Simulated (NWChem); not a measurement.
# sulfur difluoride (SF$_{2}$); SMILES FSF

Results from NWChem. Pople sets run with spherical d functions. Structure relaxed at the PBE0/def2-SVP level. Level: M06-2X/6-31G* with COSMO at NWChem's default radii, gas-phase geometry; the question gives the dielectric constant.

Predict the results for dielectric constant 37.5. Quantities: electrostatic solvation energy (kcal/mol); dipole in solution (D).


```
Quantity                                   Value
-----------------------------------------  -----
electrostatic solvation energy (kcal/mol)   -1.8
dipole in solution (D)                      1.60
```
